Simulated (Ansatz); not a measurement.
Name a neutral molecule of B, C, F and H with size of the dipole moment (B3LYP/def2-TZVPP) between 1.95 and 2.25 D and HOMO energy (PBE/def2-TZVPP) between -6.45 and -6.15 eV (Ansatz, PBE0-D4/def2-TZVP geometry).

`C[C@@H](F)[C@@H]1BC1` (2.01 D, -6.21 eV); `C/C=C1\CB1F` (2.05 D, -6.16 eV); `BC/C(C)=C\F` (2.23 D, -6.20 eV). Other molecules can fit too; these were computed, each in one conformer that needn't be the lowest.

B3LYP here is the variant with VWN-RPA as its local correlation; programs differ in this.
